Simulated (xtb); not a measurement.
xtb input (GFN1-xTB):

```bash
xtb mol.xyz --gfn 1 --sp --chrg 0 --uhf 0
```
mol.xyz:
```
17

C     -3.17588514    -0.96959445     0.26137878
C     -1.66745658    -1.01504379     0.03144526
C     -0.99298718     0.35332123     0.20582500
Si     0.84631877     0.34751595    -0.03980736
O      1.51867304     1.83590393     0.14026947
O      1.44352780    -0.66771731     1.10600348
O      1.27725942    -0.10787948    -1.56961105
H     -3.40356054    -0.62860731     1.27396550
H     -3.63155832    -1.95310250     0.12862695
H     -3.65730194    -0.27931822    -0.43548416
H     -1.21428658    -1.73285526     0.72009418
H     -1.47267257    -1.39387932    -0.97781969
H     -1.42894240     1.07529648    -0.49300237
H     -1.19836423     0.74112175     1.20906273
H      1.82595428     2.27055082    -0.65908119
H      2.39356282    -0.66849880     1.24952158
H      1.04099811    -0.99048597    -1.86376978
```

Output:

```
           -------------------------------------------------
          |                Calculation Setup                |
           -------------------------------------------------

           -------------------------------------------------
          |                 G F N 1 - x T B                 |
           -------------------------------------------------

        Reference                      10.1021/acs.jctc.7b00118
      * Hamiltonian:
        H0-scaling (s, p, d)           1.850000    2.250000    2.000000
        zeta-weighting                 0.000000
      * Dispersion:
        s8                             2.400000
        a1                             0.630000
        a2                             5.000000
        s9                             0.000000
      * Repulsion:
        kExp                           1.500000
        rExp                           1.000000
      * Coulomb:
        alpha                          2.000000
        third order                    atomic
        anisotropic                    false
      * Halogen bond correction:
        rad-scale                      1.300000
        damping                        0.440000

          ...................................................
          :                      SETUP                      :
          :.................................................:
          :  # basis functions                  54          :
          :  # atomic orbitals                  53          :
          :  # shells                           35          :
          :  # electrons                        44          :
          :  # halogen bonds                     0          :
          :  max. iterations                   250          :
          :  Hamiltonian                  GFN1-xTB          :
          :  restarted?                      false          :
          :  GBSA solvation                  false          :
          :  PC potential                    false          :
          :  electronic temp.          300.0000000     K    :
          :  accuracy                    1.0000000          :
          :  -> integral cutoff          0.2500000E+02      :
          :  -> integral neglect         0.1000000E-07      :
          :  -> SCF convergence          0.1000000E-05 Eh   :
          :  -> wf. convergence          0.2000000E-04 e    :
          :  Broyden damping             0.4000000          :
          :  net charge                          0          :
          :  unpaired electrons                  0          :
          ...................................................

 iter      E             dE          RMSdq      gap      omega  full diag
   1    -28.1349433 -0.281349E+02  0.780E+00    7.76       0.0  T
   2    -28.1436873 -0.874397E-02  0.468E+00    7.89       1.0  T
   3    -28.1396617  0.402558E-02  0.481E-01    7.80       1.0  T
   4    -28.1442886 -0.462685E-02  0.208E-01    7.76       1.0  T
   5    -28.1454485 -0.115993E-02  0.318E-02    7.79       1.0  T
   6    -28.1454527 -0.418831E-05  0.926E-03    7.80       2.6  T
   7    -28.1454528 -0.156470E-06  0.196E-03    7.81      12.4  T
   8    -28.1454528 -0.130597E-07  0.465E-04    7.81      52.1  T
   9    -28.1454528 -0.152033E-08  0.630E-05    7.81     385.2  T
  10    -28.1454528 -0.432294E-10  0.182E-05    7.81    1331.2  T

   *** convergence criteria satisfied after 10 iterations ***

         #    Occupation            Energy/Eh            Energy/eV
      -------------------------------------------------------------
         1        2.0000           -0.7503515             -20.4181
       ...           ...                  ...                  ...
        16        2.0000           -0.4993512             -13.5880
        17        2.0000           -0.4926021             -13.4044
        18        2.0000           -0.4921613             -13.3924
        19        2.0000           -0.4851268             -13.2010
        20        2.0000           -0.4579068             -12.4603
        21        2.0000           -0.4519955             -12.2994
        22        2.0000           -0.4207735             -11.4498 (HOMO)
        23                         -0.1338709              -3.6428 (LUMO)
        24                         -0.1227881              -3.3412
        25                         -0.1109312              -3.0186
        26                         -0.0998646              -2.7175
        27                         -0.0894125              -2.4330
       ...                                ...                  ...
        53                          1.3312241              36.2245
      -------------------------------------------------------------
                  HL-Gap            0.2869027 Eh            7.8070 eV
             Fermi-level           -0.2773222 Eh           -7.5463 eV

 SCC (total)                   0 d,  0 h,  0 min,  0.054 sec
 SCC setup                      ...        0 min,  0.000 sec (  0.229%)
 Dispersion                     ...        0 min,  0.000 sec (  0.145%)
 classical contributions        ...        0 min,  0.000 sec (  0.054%)
 integral evaluation            ...        0 min,  0.021 sec ( 39.837%)
 iterations                     ...        0 min,  0.009 sec ( 16.351%)
 molecular gradient             ...        0 min,  0.023 sec ( 43.029%)
 printout                       ...        0 min,  0.000 sec (  0.337%)

         :::::::::::::::::::::::::::::::::::::::::::::::::::::
         ::                     SUMMARY                     ::
         :::::::::::::::::::::::::::::::::::::::::::::::::::::
         :: total energy             -27.899673108206 Eh    ::
         :: gradient norm              0.043925188264 Eh/a0 ::
         :: HOMO-LUMO gap              7.807018911721 eV    ::
         ::.................................................::
         :: SCC energy               -28.145452845359 Eh    ::
         :: -> electrostatic           0.116813611722 Eh    ::
         :: repulsion energy           0.252059008417 Eh    ::
         :: dispersion energy         -0.006279271264 Eh    ::
         :: halogen bond corr.         0.000000000000 Eh    ::
         :: add. restraining           0.000000000000 Eh    ::
         :: total charge              -0.000000000000 e     ::
         :::::::::::::::::::::::::::::::::::::::::::::::::::::

           -------------------------------------------------
          |                Property Printout                |
           -------------------------------------------------

    * Orbital Energies and Occupations

         #    Occupation            Energy/Eh            Energy/eV
      -------------------------------------------------------------
         1        2.0000           -0.7503515             -20.4181
       ...           ...                  ...                  ...
        10        2.0000           -0.5493435             -14.9484
        11        2.0000           -0.5401185             -14.6974
        12        2.0000           -0.5331060             -14.5066
        13        2.0000           -0.5247498             -14.2792
        14        2.0000           -0.5180318             -14.0964
        15        2.0000           -0.5112263             -13.9112
        16        2.0000           -0.4993512             -13.5880
        17        2.0000           -0.4926021             -13.4044
        18        2.0000           -0.4921613             -13.3924
        19        2.0000           -0.4851268             -13.2010
        20        2.0000           -0.4579068             -12.4603
        21        2.0000           -0.4519955             -12.2994
        22        2.0000           -0.4207735             -11.4498 (HOMO)
        23                         -0.1338709              -3.6428 (LUMO)
        24                         -0.1227881              -3.3412
        25                         -0.1109312              -3.0186
        26                         -0.0998646              -2.7175
        27                         -0.0894125              -2.4330
        28                         -0.0746877              -2.0324
        29                         -0.0668154              -1.8181
        30                         -0.0480735              -1.3081
        31                         -0.0455672              -1.2399
        32                         -0.0263817              -0.7179
        33                         -0.0019935              -0.0542
       ...                                ...                  ...
        53                          1.3312241              36.2245
      -------------------------------------------------------------
                  HL-Gap            0.2869027 Eh            7.8070 eV
             Fermi-level           -0.2773222 Eh           -7.5463 eV

  Mulliken/CM5 charges         n(s)   n(p)   n(d)
     1C    -0.08982 -0.24055   1.009  3.081  0.000
     2C    -0.02955 -0.13731   1.025  3.005  0.000
     3C    -0.10795 -0.17170   1.008  3.100  0.000
     4Si    0.57215  0.48228   0.893  1.390  1.146
     5O    -0.52307 -0.69571   1.651  4.872  0.000
     6O    -0.52696 -0.70065   1.651  4.876  0.000
     7O    -0.53913 -0.71425   1.656  4.883  0.000
     8H     0.02358  0.07511   0.976  0.000  0.000
     9H     0.02180  0.07271   0.978  0.000  0.000
    10H     0.02106  0.07253   0.979  0.000  0.000
    11H     0.02633  0.08392   0.974  0.000  0.000
    12H     0.01032  0.06704   0.990  0.000  0.000
    13H     0.02694  0.08752   0.973  0.000  0.000
    14H     0.03815  0.09915   0.962  0.000  0.000
    15H     0.36293  0.54533   0.637  0.000  0.000
    16H     0.36009  0.54110   0.640  0.000  0.000
    17H     0.35313  0.53350   0.647  0.000  0.000

Wiberg/Mayer (AO) data.
largest (>0.10) Wiberg bond orders for each atom

 ---------------------------------------------------------------------------
     #   Z sym  total        # sym  WBO       # sym  WBO       # sym  WBO
 ---------------------------------------------------------------------------
     1   6 C    3.996 --     2 C    1.015    10 H    0.988     8 H    0.988
                             9 H    0.986
     2   6 C    3.997 --     1 C    1.015     3 C    0.987    12 H    0.979
                            11 H    0.978
     3   6 C    3.966 --     4 Si   1.003     2 C    0.987    13 H    0.946
                            14 H    0.944
     4  14 Si   5.045 --     5 O    1.300     6 O    1.283     7 O    1.259
                             3 C    1.003
     5   8 O    2.205 --     4 Si   1.300    15 H    0.835
     6   8 O    2.199 --     4 Si   1.283    16 H    0.835
     7   8 O    2.185 --     4 Si   1.259    17 H    0.845
     8   1 H    1.007 --     1 C    0.988
     9   1 H    1.006 --     1 C    0.986
    10   1 H    1.008 --     1 C    0.988
    11   1 H    1.007 --     2 C    0.978
    12   1 H    1.008 --     2 C    0.979
    13   1 H    1.005 --     3 C    0.946
    14   1 H    1.003 --     3 C    0.944
    15   1 H    0.876 --     5 O    0.835
    16   1 H    0.878 --     6 O    0.835
    17   1 H    0.883 --     7 O    0.845
 ---------------------------------------------------------------------------

Topologies differ in total number of bonds
Writing topology from bond orders to xtbtopo.mol

 dipole moment from electron density (au)
     X       Y       Z
   0.4272  -0.3562  -0.7566  total (Debye):    2.387

           -------------------------------------------------
          | TOTAL ENERGY              -27.899673108206 Eh   |
          | GRADIENT NORM               0.043925188264 Eh/α |
          | HOMO-LUMO GAP               7.807018911721 eV   |
           -------------------------------------------------

------------------------------------------------------------------------
------------------------------------------------------------------------
Note: The following floating-point exceptions are signalling: IEEE_DENORMAL
normal termination of xtb
 total:
 SCF:
```
